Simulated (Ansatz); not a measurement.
Consider the substitution at a C–S bond: `SC1BO1` + H₂Se → `[SeH]C1BO1` + H₂S.

Program: Ansatz. Geometries: PBE0-D4/def2-TZVP. ΔE: electronic, gas phase. CCSD(T)/CBS is the MP2 limit (def2-TZVPP, def2-QZVPP) plus CCSD(T) − MP2 in def2-TZVPP, frozen cores. This one scheme is used for every species. Functionals use def2-TZVPP. For Se outer-core shells are correlated without core-valence functions, which leaves a few kJ/mol of doubt a bond. Scalar relativity is left out up to krypton. One conformer a species, not always the lowest.

| level | ΔE (kJ/mol) | difference from CCSD(T)/CBS |
| --- | --- | --- |
| revPBE-D4 | 1.4 | 3.2 |
| B97M-V | 1.6 | 3.4 |
| r2SCANh-D4 | 1.5 | 3.3 |
| BHLYP | 1.3 | 3.1 |
| HF/def2-SVP | 0.8 | 2.6 |
| CCSD(T)/def2-SVP | 4.5 | 6.3 |
| HF/def2-TZVPP | 0.6 | 2.4 |
| MP2/def2-TZVPP | -4.6 | -2.8 |
| CCSD/def2-TZVPP | -3.7 | -1.9 |
| CCSD(T)/def2-TZVPP | -3.6 | -1.8 |
| CCSD(T)/CBS | -1.8 | 0 |

Task: What do rigid-rotor, harmonic-oscillator terms from PBE0-D4/def2-TZVP frequencies (298.15 K, 1 bar) make of the CCSD(T)/CBS value? (Estimate.)

Result: Computed: ΔZPE = +0.1 kJ/mol, ΔH = -1.0 kJ/mol, ΔS = 1 J/(mol·K), ΔG = -1.3 kJ/mol.

Largest T1 diagnostic among the species: 0.016.

In def2-TZVPP, CCSD(T) changes the Hartree–Fock value by −4.2 kJ/mol (the triples alone add +0.1 kJ/mol) and MP2 by −5.2 kJ/mol. Leaving LDA and LC-ωPBE aside and taking each functional with its dispersion term where it has one, the values, not all of them listed here, spread over 2.1 kJ/mol, from B2PLYP to r2SCAN-D4.
